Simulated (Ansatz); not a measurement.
Input for Ansatz (an electronic-structure program): R-B3LYP/def2-TZVPP on Cl5Nb (SMILES [Cl][Nb]([Cl])([Cl])([Cl])[Cl]). Elements past Kr take the def2 small-core potentials; no spin–orbit coupling.

Ansatz 0.2 input:
```yaml
crystal:
  periodic: [false, false, false]
  atoms:
    - {symbol: Nb, position_ang: [0.00000747, 0.00000000, 0.00000000]}
    - {symbol: Cl, position_ang: [0.00000255, -0.00000000, 2.33429249]}
    - {symbol: Cl, position_ang: [0.00000255, 0.00000000, -2.33429249]}
    - {symbol: Cl, position_ang: [2.28717799, -0.00000000, -0.00000000]}
    - {symbol: Cl, position_ang: [-1.14359528, 1.98074739, 0.00000000]}
    - {symbol: Cl, position_ang: [-1.14359528, -1.98074739, 0.00000000]}
basis:
  gaussian:
    orbitals: def2-TZVPP
hamiltonian:
  xc: {name: B3LYP}
scf: {lower_state_search: off}
```

It printed:

```
WARN ansatz: RAYON_NUM_THREADS=8 ignored (pool sized by the plan → 8); use --threads N
Functional definition: B3LYP
these checks for a lower state are left out or cut short: stability, starts, cluster_reference, orbital_swaps, neighbouring_geometries, increment
integrals: 0.35 GiB planned
1927 factors; their error is unknown
mean field: 2.59 GiB planned
mean field evaluation 1: about -64172.9369 eV, gradient 3.7e1 eV
mean field evaluation 2: about -64119.0152 eV, gradient 1.7e2 eV
mean field evaluation 4: about -64175.9758 eV, gradient 7.2e0 eV
mean field evaluation 8: about -64176.2416 eV, gradient 1.6e-1 eV
mean field evaluation 16: about -64176.2416 eV, gradient 2.7e-5 eV
mean field -64176.24159498 eV, -2358.4333783965 hartree, gradient 1.3e-6 eV, S^2 0.000000; 0 other end points of the search recorded, 0 dependent functions left out
reference -64176.24191651 eV, -2358.4333902126 hartree; 49, 49 occupied and 217, 217 virtual orbitals, 1927 factors
Total energy: -64176.24191651 eV, -2358.4333902126 hartree
Checks for a lower state left out: stability, starts, cluster_reference, orbital_swaps, neighbouring_geometries, increment
```

The run converged.

Cost: roughly 10 core-seconds.
